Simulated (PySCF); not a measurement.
A structure optimised at PBE0-D3(BJ)/def2-SVP, used in a PySCF frequency run:

```
C
H 1 1.1073
H 1 1.1073 2 103.60
C 1 1.5222 2 111.22 3 119.56
H 4 1.1005 1 111.94 2 -57.46
H 4 1.1008 5 107.60 1 122.64
H 4 1.1008 5 107.60 6 114.71
B 1 1.5650 2 106.22 3 -111.70
F 8 1.3316 1 118.55 2 54.93
C 8 1.5358 9 117.61 1 180.00
C 10 1.2174 9 154.16 8 180.00
H 11 1.0758 9 161.95 8 180.00
```
Charge 0, spin multiplicity 1.

### Question
Write its SMILES, formula and point group.

### Answer
C#CB(F)CC, C₄H₆BF, Cs

### Question
What are its rotational constants (standard atomic weights)?

### Answer
3.8806, 3.0287, 1.7373 GHz
